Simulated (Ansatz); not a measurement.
`B/C=[CH]\[GaH][SiH3]` + `[SiH3][SeH]` → `B/C=C/[Se][SiH3]` + `[SiH3][GaH2]`  (substitution at a C–Ga bond)

Gas-phase electronic energies from Ansatz, PBE0-D4/def2-TZVP geometries. CBS: MP2 limit from def2 TZ/QZ plus the TZ coupled-cluster correction, frozen cores. Double bonds are as drawn, so ΔE can hold a change between cis and trans. DFT in def2-TZVPP. B3LYP here is the variant with VWN-RPA as its local correlation; programs differ in this. For Ga, Se outer-core shells are correlated without core-valence functions, which leaves a few kJ/mol of doubt a bond. Scalar relativity is left out up to krypton. One conformer a species, not always the lowest.

CCSD(T)/CBS gives +8.6 kcal/mol.

Q: Another level gave +6.1 kcal/mol. Which?
A. CCSD/def2-TZVPP
B. SCS-MP2/def2-TZVPP
C. B3LYP/def2-TZVPP
D. r2SCAN-D4/def2-TZVPP

A: D. r2SCAN-D4 6.1, CCSD/def2-TZVPP 8.5, B3LYP 4.8, SCS-MP2/def2-TZVPP 7.1 kcal/mol.

Largest T1 diagnostic among the species: 0.013.

In def2-TZVPP, CCSD(T) changes the Hartree–Fock value by +2.2 kcal/mol (the triples alone add +0.0 kcal/mol) and MP2 by +1.1 kcal/mol. From PBE to PBE0 (25 % exact exchange), in def2-TZVPP and without D4, ΔE moves by +1.5 kcal/mol.
